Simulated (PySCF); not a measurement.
How methods differ on the ionisation energy of Mo

Mo [Kr] 4d5 5s1 (7S) → Mo⁺ [Kr] 4d5 (6S), as a difference of total energies. All numbers are calculated (PySCF 2.14, the spin-free X2C one-electron Hamiltonian (Gaussian nucleus), in x2c-TZVPall (8s6p6d1f, 63 functions)). Correlated levels: valence: [Kr] frozen. The calculations carry no spin-orbit coupling.

```tsv
method	ionisation energy (eV)	error (eV)
UHF	6.255	-0.837
r2SCAN	7.476	+0.384
PBE0	7.194	+0.102
MP2 (valence)	6.669	-0.423
SCS-MP2 (valence)	6.393	-0.699
```

Reference: 7.092 eV (measured; NIST Atomic Spectra Database, ionization energies).

Errors of the correlated levels include the incompleteness of this basis and the frozen core.
